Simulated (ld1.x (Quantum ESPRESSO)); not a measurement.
**LDA (PZ) ultrasoft dataset for promethium (Pm), fully relativistic all-electron reference.**

promethium (Pm), ultrasoft, made with ld1.x (Quantum ESPRESSO) 7.5 (LDA (PZ), fully relativistic). Core [Kr] 4d10, reference 4f4 5s2 5p6 5d1 6s2 6p0. Waves: 5s (bound): rcut 1.95, rcutus 2.10 bohr; 6s (bound): rcut 1.95, rcutus 2.10 bohr; 5p (bound): rcut 2.75, rcutus 3.00 bohr; 6p (bound, empty): rcut 2.75, rcutus 3.00 bohr; 5d (bound): rcut 1.90, rcutus 2.35 bohr; 5d channel at 1.35 Ry: rcut 1.90, rcutus 2.35 bohr; 4f (bound): rcut 0.90, rcutus 1.00 bohr; 4f channel at 2.25 Ry: rcut 0.90, rcutus 1.00 bohr. Local part: all-electron potential smoothed inside 1.35 bohr (lloc = -1). Core correction: Bessel-smoothed model core, default radius (core density twice the valence density). Augmentation charge: built from norm-conserving waves at rcut, not smoothed further.

Open shells are filled in proportion to 2j + 1 (rel_dist='average').

All-electron outer shells of the reference configuration (LDA (PZ), scalar-relativistic, ld1.x):

| shell | level (eV) | outermost node (bohr) | outermost maximum (bohr) |
| --- | --- | --- | --- |
| 4p | -243.02 | 0.31 | 0.58 |
| 4d | -129.20 | 0.29 | 0.60 |
| 5s | -45.34 | 0.70 | 1.27 |
| 5p | -25.43 | 0.75 | 1.44 |
| 4f | -7.69 | – | 0.62 |
| 6s | -4.08 | 1.70 | 3.50 |
| 5d | -2.98 | 0.85 | 2.07 |
| 6p | -1.40 | 2.03 | 4.72 |

**Question.** Is a potential produced?

**Answer.** No. ld1.x (Quantum ESPRESSO) 7.5 stopped with "chargeps: negative rho": the pseudo-density turned negative during the self-consistent test, most likely because a state had been found with a wrong node count and its wave set to zero before. Before that it printed "Warning: n=2, l=1 expected 0 nodes, found 1".
